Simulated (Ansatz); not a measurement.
Geometry optimisation, RKS LDA/def2-SVP in Ansatz 0.2.0.

The input (input.yaml):

```yaml
crystal:
  periodic: [false, false, false]
  atoms:
    - { symbol: B, position_ang: [0.3495, -1.3652, 0.3983] }
    - { symbol: C, position_ang: [0.362, 0.2289, 0.0377] }
    - { symbol: "N", position_ang: [0.8638, 1.1654, 1.0102] }
    - { symbol: O, position_ang: [0.9534, 0.4816, -1.2108] }
    - { symbol: B, position_ang: [-0.5641, 0.8436, -1.0759] }
    - { symbol: S, position_ang: [-2.3242, 0.8852, -1.728] }
    - { symbol: H, position_ang: [-0.7165, -1.8342, 0.5864] }
    - { symbol: H, position_ang: [1.3353, -1.8954, 0.6097] }
    - { symbol: H, position_ang: [1.8564, 0.8567, 1.3398] }
    - { symbol: H, position_ang: [0.2962, 1.1068, 1.9001] }
    - { symbol: H, position_ang: [-2.3465, -0.5304, -1.8468] }
basis:
  gaussian: { orbitals: def2-SVP }
hamiltonian:
  xc: lda
relax:
  f_tol: 0.02
  max_steps: 50
output:
  orbitals: {}
```

Run as:

```bash
$ ansatz run input.yaml --threads 2 --pin off --max-ram 3072MiB --backend cpu --events-out ev --progress --plain --runs-dir out
```

Task: Where does it end, and by what steps?

Result: The run converged. After 19 steps the energy has fallen by 2.882 eV; H11 moved furthest, 1.42 Å. Joined: B1–N3.

| step | energy less start (eV) | largest force component (eV/Å) | accepted |
| --- | --- | --- | --- |
| 0 | 0.0000 | 3.645 | yes |
| 1 | -1.0520 | 3.131 | yes |
| 2 | -1.4979 | 3.637 | yes |
| 3 | -1.7663 | 0.858 | yes |
| 4 | -1.9344 | 0.874 | yes |
| 5 | -2.0917 | 1.008 | yes |
| 6 | -2.2088 | 0.764 | yes |
| 7 | -2.2987 | 0.716 | yes |
| 8 | -2.3687 | 0.706 | yes |
| 9 | -2.4634 | 1.339 | yes |
| 10 | -2.5486 | 1.803 | yes |
| 11 | -2.6678 | 2.040 | yes |
| 12 | -2.7498 | 1.706 | yes |
| 13 | -2.8370 | 1.044 | yes |
| 14 | -2.7922 | 0.675 | no |
| 15 | -2.8777 | 0.146 | yes |
| 16 | -2.8771 | 0.132 | no |
| 17 | -2.8809 | 0.069 | yes |
| 18 | -2.8814 | 0.037 | yes |
| 19 | -2.8819 | 0.018 | yes |

```xyz
11
Properties=species:S:1:pos:R:3
B 0.740 -1.248 0.761
C 0.165 -0.205 -0.221
N 0.577 0.330 1.094
O 0.766 0.479 -1.373
B -0.580 0.520 -1.307
S -1.885 1.225 -2.269
H -0.031 -1.960 1.384
H 1.914 -1.558 0.647
H 1.428 0.911 1.064
H -0.149 0.712 1.715
H -2.880 0.737 -1.473
```

Whether the end is a true minimum wasn't checked by a vibrational analysis.

The run took 42 s on 2 threads of Arm Neoverse V1 (shared host), peak memory 0.18 GiB.
